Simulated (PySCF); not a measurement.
# Orbital picture of GeSe

revPBE at R = 2.145 Å; basis Ge def2-TZVPPD, Se def2-TZVPPD; no relativity; PySCF 2.14. State: ¹Σ⁺ (singlet), closed shell. Only the outer orbitals are listed, counted within each symmetry.

| orbital | occ. | ε (eV) | on Ge (%) | main shells (%) |
| --- | --- | --- | --- | --- |
| 13σ | 2 | -16.97 | 15 | 82 Se s, 12 Ge s |
| 14σ | 2 | -11.32 | 69 | 70 Ge s, 17 Se s, 14 Se p |
| 15σ | 2 | -6.63 | 52 | 46 Se p, 36 Ge p, 16 Ge s |
| 7π | 2 | -6.58 | 26 | 74 Se p, 24 Ge p |
| 7π | 2 | -6.58 | 26 | 74 Se p, 24 Ge p |
| 8π | 0 | -3.14 | 73 | 70 Ge p, 22 Se p |
| 8π | 0 | -3.14 | 73 | 70 Ge p, 22 Se p |
| 16σ | 0 | -0.22 | 27 | 37 Se s, 33 Se p, 14 Ge d |

Task: Which are the highest filled and the lowest empty level, where do they sit, and how wide is the gap?

Result: Highest filled 7π at -6.58 eV (in %: 74 Se p, 24 Ge p); lowest empty 8π at -3.14 eV (in %: 70 Ge p, 22 Se p); the gap at revPBE is 3.44 eV.

* bond order (Mayer): 2.25
* ⟨S²⟩: 0.000
* charge on Ge (Mulliken, basis-dependent): 0.23
* charge on Ge (Löwdin, basis-dependent): 0.17
* dipole moment (positive dipole means Ge(−)Se(+)): -1.68 D
